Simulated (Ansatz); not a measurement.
One change: `[SiH3]P` becomes `P[SiH2][GaH2]`.

Ansatz, PBE0-D4/def2-TZVP geometries, multiplicity 1. Each molecule was computed in one conformer, which needn't be the lowest.

Scalar relativity is left out up to krypton.

```tsv
property	`[SiH3]P`
HOMO energy (ωB97M-V/def2-TZVPP) / eV	-9.74
size of the dipole moment (B3LYP/def2-TZVPP) / D	0.60
HOMO–LUMO gap (ωB97M-V/def2-TZVPP) / eV	11.65
HOMO–LUMO gap (B3LYP/def2-TZVPP) / eV	7.49
HOMO–LUMO gap (PBE0/def2-TZVPP) / eV	7.92
zero-point energy (PBE0-D4/def2-TZVP) / kJ/mol	110.3
```

(1) Give the same properties after the change, and the shifts. (Estimate.)

Answers

(1) Ansatz gave: 
| property | `P[SiH2][GaH2]` | shift |
| --- | --- | --- |
| HOMO energy (ωB97M-V/def2-TZVPP) / eV | -9.48 | 0.26 |
| size of the dipole moment (B3LYP/def2-TZVPP) / D | 0.64 | 0.04 |
| HOMO–LUMO gap (ωB97M-V/def2-TZVPP) / eV | 8.96 | -2.69 |
| HOMO–LUMO gap (B3LYP/def2-TZVPP) / eV | 4.78 | -2.71 |
| HOMO–LUMO gap (PBE0/def2-TZVPP) / eV | 5.25 | -2.67 |
| zero-point energy (PBE0-D4/def2-TZVP) / kJ/mol | 125.2 | 14.9 |

With PBE0 the HOMO rises by 0.15 eV and the LUMO falls by 2.53 eV, so the gap narrows by about 2.68 eV. PBE moves the HOMO by 0.09 eV and ωB97M-V by 0.26 eV. The zero-point energy changes by 14.9 kJ/mol with +6 modes. Dipoles are sizes alone; their direction can turn.

B3LYP here is the variant with VWN-RPA as its local correlation; programs differ in this.
